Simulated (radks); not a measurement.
Ba29+, 27 electrons, occupied as [Ar] 3d9.

All-electron calculation, scalar-relativistic Kohn-Sham, PBE, spin-unpolarised, spherical densities, point nucleus. Program: a radial shooting solver on a logarithmic mesh with Libxc functionals.

Energy parts (hartree):
part                       energy
total                  -7674.2150
kinetic                 8123.4433
electron-nucleus      -17449.6991
Hartree                 1813.3822
exchange-correlation    -161.3413

Orbitals (lengths in bohr, moments of r in powers of bohr; r(max) is where P^2 peaks):
orbital  occ.  eigenvalue (hartree)   r(max)  <1/r>      <r^2>
1s          2             -1408.962  0.01642  60.71  0.0008881
2s          2             -255.0104  0.09274  14.00    0.01412
2p          6             -232.8416  0.07450  13.31    0.01121
3s          2             -81.25799   0.2626  5.187    0.09249
3p          6             -74.13368   0.2560  4.938    0.09126
3d          9             -64.15854   0.2092  4.703    0.07600

The highest occupied level is 3d at -1745.8 eV. For comparison, the ionisation energy in NIST's Atomic Spectra Database is 1776 eV (theoretical). In exact Kohn-Sham theory the highest level is minus the ionisation energy, but local and semilocal functionals leave it too shallow, through self-interaction and a potential that decays too fast; potentials with the right tail come closer. The density falls to 0.001 e/bohr^3 at r = 0.90 bohr.

Beside tabulated values, note that spin-unpolarised runs miss the spin-polarisation part of the exchange energy of open shells.
